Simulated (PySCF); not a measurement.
Compound: CH8FGaN2.
Atom-mapped SMILES: `[CH3:1][NH:2][Ga@H-:3]([NH3+:4])[F:5]` (hydrogens: H6, H7, H8 on C1; H9 on N2; H10 on Ga3; H11, H12, H13 on N4)

Computed by this run: PBE0-D3(BJ)/def2-SVP geometry optimisation, gas phase in PySCF; density fitting, grid level 1; the optimiser is geomeTRIC in internal coordinates, started from a GFN2-xTB structure with every atom displaced at random (about 0.01 Å).

Step 2: E = -59218.4971 eV
```
atom  x, y, z in Å  |  force x, y, z in eV/Å
C1     -1.8702    0.3334   -0.8931   -0.029  -0.011   0.031
N2     -0.8803   -0.5638   -0.3557    0.005   0.003   0.040
Ga3     0.2442   -0.1931    1.0672    0.023  -0.136  -0.003
N4      2.0457    0.1816   -0.0007   -0.016   0.064   0.074
F5      0.9411   -1.7024    1.7284   -0.083   0.056  -0.006
H6     -1.5859    1.3814   -0.6973    0.000  -0.003  -0.001
H7     -1.9716    0.2443   -1.9931    0.003   0.001   0.003
H8     -2.8894    0.2092   -0.4717    0.005   0.002   0.004
H9     -1.1492   -1.5387   -0.4440    0.029  -0.004  -0.052
H10     0.0938    1.0249    2.0419    0.022   0.041  -0.021
H11     2.0524    1.0589   -0.5191    0.038  -0.005  -0.022
H12     2.8605    0.1535    0.6118    0.016  -0.008  -0.022
H13     2.1212   -0.5841   -0.6702   -0.015  -0.001  -0.024
```

Step 3: E = -59218.5027 eV
```
atom  x, y, z in Å  |  force x, y, z in eV/Å
C1     -1.8872    0.3281   -0.8837   -0.023   0.034   0.026
N2     -0.8755   -0.5578   -0.3700    0.001   0.034   0.008
Ga3     0.2436   -0.1846    1.0535   -0.044   0.035  -0.021
N4      2.0665    0.1813    0.0072   -0.041  -0.042  -0.029
F5      0.8922   -1.6940    1.7405    0.042  -0.082   0.040
H6     -1.6243    1.3785   -0.6691   -0.002  -0.019  -0.002
H7     -1.9937    0.2590   -1.9840   -0.005  -0.001  -0.018
H8     -2.9000    0.1736   -0.4576   -0.006  -0.001   0.003
H9     -1.1256   -1.5351   -0.4795    0.039  -0.025  -0.027
H10     0.1033    1.0483    2.0094    0.002   0.051  -0.011
H11     2.1001    1.0530   -0.5190   -0.011   0.035   0.006
H12     2.8793    0.1401    0.6202    0.040  -0.021   0.023
H13     2.1335   -0.5853   -0.6635    0.007   0.002   0.003
```

**Question.** Estimate the geometry and energy of step 4. (The exact step hangs on the optimiser's Hessian estimate; all steps are aligned on step 3, rigid shifts and turns removed.)

**Answer.** E = -59218.5057 eV, largest force 0.103 eV/Å
```
atom  x, y, z in Å  |  force x, y, z in eV/Å
C1     -1.9001    0.3271   -0.8772   -0.021   0.017   0.021
N2     -0.8698   -0.5492   -0.3827   -0.006   0.020  -0.001
Ga3     0.2424   -0.1800    1.0463   -0.029   0.099   0.008
N4      2.0761    0.1737    0.0121   -0.002  -0.073  -0.052
F5      0.8782   -1.6828    1.7599    0.041  -0.074   0.015
H6     -1.6576    1.3775   -0.6417    0.004  -0.012   0.002
H7     -2.0079    0.2786   -1.9787    0.000  -0.006  -0.006
H8     -2.9086    0.1437   -0.4522   -0.002  -0.003   0.000
H9     -1.0985   -1.5291   -0.5142    0.028  -0.014  -0.024
H10     0.1080    1.0713    1.9812   -0.013   0.026  -0.013
H11     2.1226    1.0437   -0.5171   -0.028   0.025   0.025
H12     2.8880    0.1247    0.6266    0.013  -0.019   0.019
H13     2.1392   -0.5942   -0.6579    0.014   0.012   0.005
```

The energy changes by -0.0030 eV. The first-order estimate −F·Δx gives -0.0038 eV and the mean of the old and new forces, exact on a quadratic surface, -0.0030 eV. The step makes an angle of 77° with the force vector and moves no atom by more than 0.044 Å.

The cost below is that of the whole optimisation. On Arm Neoverse V2, one thread (shared host), this took 2.2 min wall and 0.53 GiB of memory at its peak.
